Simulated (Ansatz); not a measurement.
The cluster GeS₂. Total charge 0; singlet. Geometry PBE0-D4/def2-TZVP, basis def2-TZVP, Ansatz.

Cartesian coordinates in Å:
```
Ge 0.0000 -0.0001 0.0000
S 1.1089 0.3479 -1.6214
S -1.1089 -0.3479 1.6215
```

```
run  HOMO (eV)  LUMO (eV)
  A      -8.11      -2.20
  B      -7.50      -2.69
  C      -8.84      -1.31
  D      -7.10      -3.01
  E      -7.92      -2.28
  F      -7.65      -2.53
```

B3LYP takes the VWN-RPA correlation. The structure comes from a short search, and lower isomers may exist.

Problem. The runs used B3LYP, BHLYP, PBE0, r2SCAN, r2SCAN0, r2SCANh. Estimate which is which.

Solution. A r2SCAN0 (25 % exact exchange); B r2SCANh (10 % exact exchange); C BHLYP (50 % exact exchange); D r2SCAN (0 % exact exchange); E PBE0 (25 % exact exchange); F B3LYP (20 % exact exchange). Exact exchange lowers occupied and raises empty levels; among semilocal functionals meta-GGAs tend to open the gap a little, and such runs are hard to tell apart. The gap grows from 4.09 eV (r2SCAN) to 7.53 eV (BHLYP).
